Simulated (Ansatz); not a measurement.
Program: Ansatz. Geometries: PBE0-D4/def2-TZVP. ΔE: electronic, gas phase. CCSD(T)/CBS adds triple-zeta CCSD(T) − MP2 to the extrapolated MP2 energy (def2 sets, frozen cores). This one scheme is used for every species. DFT in def2-TZVPP. B3LYP here is the variant with VWN-RPA as its local correlation; programs differ in this. For Ga outer-core shells are correlated without core-valence functions, which leaves a few kJ/mol of doubt a bond. Scalar relativity is left out up to krypton. One conformer a species, not always the lowest.

Consider the redistribution: `C#C[SiH2]F` + `P[SiH2][GaH2]` → `C#C[SiH2][GaH2]` + `F[SiH2]P`.

Problem. Is it downhill or uphill in electronic energy at CCSD(T)/CBS, and by how much? (An estimate is asked.)

Solution. The calculation gave: Uphill: ΔE = +10.4 kJ/mol.

Problem. What do these levels give: r2SCANh-D4, CAM-B3LYP-D4, PBE, B3LYP, CAM-B3LYP, LC-ωPBE, RPA@PBE/def2-TZVPP, CCSD/def2-SVP, SCS-MP2/def2-TZVPP, CCSD(T)/def2-TZVPP, MP2/def2-QZVPP, MP2/CBS(def2)? (An estimate is asked.)

Solution. The calculation gave: r2SCANh-D4 8.6, CAM-B3LYP-D4 7.7, PBE 6.4, B3LYP 7.2, CAM-B3LYP 6.9, LC-ωPBE 6.9, RPA@PBE/def2-TZVPP 10.8, CCSD/def2-SVP 13.6, SCS-MP2/def2-TZVPP 10.9, CCSD(T)/def2-TZVPP 10.6, MP2/def2-QZVPP 11.2, MP2/CBS(def2) 11.1 kJ/mol.

Largest T1 diagnostic among the species: 0.014.

At CCSD(T), def2-SVP lies +3.2 kJ/mol from the extrapolated value and def2-TZVPP +0.2 kJ/mol. Leaving LDA and LC-ωPBE aside and taking each functional with its dispersion term where it has one, the values, not all of them listed here, spread over 2.9 kJ/mol, from PBE-D4 to BHLYP-D4.
